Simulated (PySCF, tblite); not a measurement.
C₄H₁₀N₂OSi.
Atom-mapped SMILES: `[CH2:1]=[CH:2][C:3](=[O:4])[NH:5][Si@@H:6]([CH3:7])[NH2:8]` (hydrogens: H9, H10 on C1; H11 on C2; H12 on N5; H13 on Si6; H14, H15, H16 on C7; H17, H18 on N8)

Computed with GFN2-xTB (tblite), gas phase: nudged elastic band of 9 images (0 to 8), spring 0.2 eV/Å², climbing image at the end, force threshold 0.05 eV/Å. The top image wasn't refined or checked by frequencies; at this threshold it can lie a kcal/mol or more above the true saddle point of the method.

Path: rotation about C3–N5 (amide carbonyl carbon, amide nitrogen), followed by the dihedral C2–C3–N5–Si6.

Image 0 (start, dihedral 180°):
```
atom  x, y, z in Å
C1      3.652   -0.039    0.054
C2      2.489    0.573   -0.103
C3      1.210   -0.170   -0.013
O4      1.147   -1.371    0.194
N5      0.080    0.548   -0.173
Si6    -1.443   -0.322   -0.058
C7     -2.812    0.941   -0.388
N8     -1.438   -1.442   -1.363
H9      4.596    0.477   -0.005
H10     3.674   -1.098    0.254
H11     2.424    1.635   -0.301
H12     0.158    1.536   -0.351
H13    -1.522   -0.832    1.316
H14    -2.786    1.760    0.322
H15    -2.748    1.359   -1.387
H16    -3.780    0.464   -0.295
H17    -2.276   -1.961   -1.570
H18    -0.633   -2.050   -1.409
```

Image 8 (end, +0.111 eV, dihedral -6°):
```
atom  x, y, z in Å
C1      3.245   -0.612    0.187
C2      1.984   -0.209    0.172
C3      1.456    0.592   -0.958
O4      2.172    1.050   -1.828
N5      0.111    0.793   -0.965
Si6    -1.163    0.171    0.053
C7     -2.793    0.862   -0.606
N8     -1.172   -1.536   -0.166
H9      3.662   -1.188    0.996
H10     3.897   -0.360   -0.634
H11     1.298   -0.431    0.973
H12    -0.167    1.355   -1.759
H13    -0.919    0.652    1.425
H14    -2.785    1.947   -0.624
H15    -2.997    0.513   -1.613
H16    -3.622    0.553    0.022
H17    -1.912   -2.097    0.222
H18    -0.305   -2.049   -0.175
```

Question: What do the inner images look like?

Answer: 
Image 1: +0.053 eV, dihedral -159°
```
atom  x, y, z in Å
C1      3.650   -0.011    0.152
C2      2.485    0.592   -0.032
C3      1.250   -0.194   -0.276
O4      1.244   -1.411   -0.341
N5      0.103    0.516   -0.366
Si6    -1.431   -0.300   -0.103
C7     -2.801    0.970   -0.403
N8     -1.551   -1.538   -1.285
H9      4.553    0.523    0.393
H10     3.713   -1.084    0.064
H11     2.374    1.664    0.055
H12     0.180    1.520   -0.368
H13    -1.401   -0.696    1.316
H14    -2.654    1.872    0.181
H15    -2.871    1.252   -1.447
H16    -3.757    0.549   -0.112
H17    -2.374   -2.119   -1.307
H18    -0.720   -2.101   -1.398
```

Image 2: +0.178 eV, dihedral -138°
```
atom  x, y, z in Å
C1      3.596   -0.047    0.233
C2      2.437    0.562    0.035
C3      1.276   -0.167   -0.534
O4      1.335   -1.337   -0.863
N5      0.111    0.536   -0.577
Si6    -1.397   -0.242   -0.127
C7     -2.808    0.983   -0.408
N8     -1.562   -1.598   -1.157
H9      4.424    0.422    0.737
H10     3.730   -1.059   -0.113
H11     2.256    1.572    0.380
H12     0.201    1.531   -0.444
H13    -1.258   -0.505    1.323
H14    -2.627    1.934    0.082
H15    -2.977    1.174   -1.462
H16    -3.724    0.577    0.004
H17    -2.323   -2.242   -1.022
H18    -0.701   -2.088   -1.361
```

Image 3: +0.363 eV, dihedral -119°
```
atom  x, y, z in Å
C1      3.542   -0.079    0.304
C2      2.374    0.521    0.126
C3      1.298   -0.127   -0.668
O4      1.414   -1.249   -1.118
N5      0.112    0.556   -0.762
Si6    -1.336   -0.194   -0.135
C7     -2.796    0.982   -0.372
N8     -1.551   -1.609   -1.072
H9      4.308    0.305    0.957
H10     3.753   -0.999   -0.218
H11     2.113    1.432    0.648
H12     0.172    1.555   -0.832
H13    -1.091   -0.388    1.314
H14    -2.624    1.950    0.085
H15    -3.020    1.138   -1.422
H16    -3.678    0.556    0.093
H17    -2.295   -2.254   -0.867
H18    -0.704   -2.091   -1.338
```

Image 4 (top): +0.682 eV, dihedral -120°
```
atom  x, y, z in Å
C1      3.553   -0.108    0.353
C2      2.368    0.477    0.253
C3      1.317   -0.056   -0.640
O4      1.456   -1.054   -1.307
N5      0.125    0.692   -0.598
Si6    -1.308   -0.163   -0.084
C7     -2.794    0.977   -0.343
N8     -1.546   -1.573   -1.042
H9      4.334    0.261    0.997
H10     3.766   -0.993   -0.226
H11     2.102    1.364    0.810
H12     0.007    1.239   -1.437
H13    -1.040   -0.388    1.348
H14    -2.634    1.949    0.108
H15    -3.013    1.124   -1.395
H16    -3.674    0.543    0.117
H17    -2.308   -2.205   -0.865
H18    -0.719   -2.079   -1.325
```

Image 5: +0.375 eV, dihedral -77°
```
atom  x, y, z in Å
C1      3.396   -0.218    0.440
C2      2.182    0.306    0.340
C3      1.391    0.135   -0.899
O4      1.848   -0.380   -1.899
N5      0.131    0.699   -0.872
Si6    -1.201   -0.067   -0.025
C7     -2.749    0.982   -0.313
N8     -1.466   -1.573   -0.821
H9      4.042   -0.048    1.284
H10     3.777   -0.841   -0.354
H11     1.758    0.950    1.094
H12    -0.152    0.903   -1.825
H13    -0.808   -0.135    1.387
H14    -2.626    1.993    0.059
H15    -3.001    1.043   -1.367
H16    -3.599    0.546    0.200
H17    -2.258   -2.157   -0.611
H18    -0.674   -2.131   -1.095
```

Image 6: +0.206 eV, dihedral -42°
```
atom  x, y, z in Å
C1      3.288   -0.391    0.395
C2      2.081    0.147    0.305
C3      1.448    0.374   -1.015
O4      2.077    0.335   -2.055
N5      0.120    0.697   -0.994
Si6    -1.157    0.013   -0.013
C7     -2.755    0.952   -0.384
N8     -1.351   -1.599   -0.588
H9      3.796   -0.526    1.335
H10     3.805   -0.709   -0.496
H11     1.535    0.487    1.169
H12    -0.181    0.971   -1.922
H13    -0.781    0.163    1.399
H14    -2.666    2.006   -0.144
H15    -3.038    0.870   -1.429
H16    -3.572    0.552    0.207
H17    -2.124   -2.170   -0.291
H18    -0.535   -2.167   -0.755
```

Image 7: +0.146 eV, dihedral -23°
```
atom  x, y, z in Å
C1      3.249   -0.529    0.299
C2      2.015   -0.051    0.247
C3      1.456    0.494   -1.012
O4      2.142    0.722   -1.990
N5      0.119    0.761   -1.000
Si6    -1.152    0.113    0.008
C7     -2.791    0.907   -0.492
N8     -1.219   -1.565   -0.370
H9      3.685   -0.906    1.208
H10     3.859   -0.549   -0.590
H11     1.381   -0.012    1.117
H12    -0.170    1.185   -1.873
H13    -0.852    0.464    1.406
H14    -2.761    1.986   -0.376
H15    -3.056    0.688   -1.521
H16    -3.592    0.536    0.138
H17    -1.957   -2.149   -0.014
H18    -0.363   -2.088   -0.462
```

The largest changes of bonds and angles from start to top: C3–N5 1.348 → 1.408 Å, N5–Si6 1.758 → 1.745 Å, C3=O4 1.220 → 1.208 Å, Si6–H13 1.467 → 1.474 Å, Si6–N5–H12 124.4 → 114.5°, C3–N5–H12 118.7 → 111.3°, N5–Si6–N8 105.7 → 110.5°. GFN2-xTB torsional profiles can miss by a kcal/mol or more and can put conformers in the wrong order.

Question: What do single points at PBE0/pcSseg-1 (PySCF, no dispersion term) give on some images?

Answer: 
```
image  GFN2-xTB E (eV)  DFT E (eV)  HOMO (eV)  LUMO (eV)  dipole (D)
    0            0.000       0.000      -7.24      -1.15        2.38
    2            0.178       0.192      -7.11      -1.24        2.67
    4            0.682       0.775      -7.10      -1.80        1.12
    6            0.206       0.204      -7.28      -1.12        3.76
    8            0.111       0.147      -7.32      -1.12        4.10
```

Energies count from image 0 at each level. At the GFN2-xTB top the DFT energy is 17.9 kcal/mol against 15.7; the geometries weren't optimised at the DFT level.

What follows is the cost of the whole band run. Cost: about 28 s of CPU time on one thread; the machine was shared, so the figure is rough.
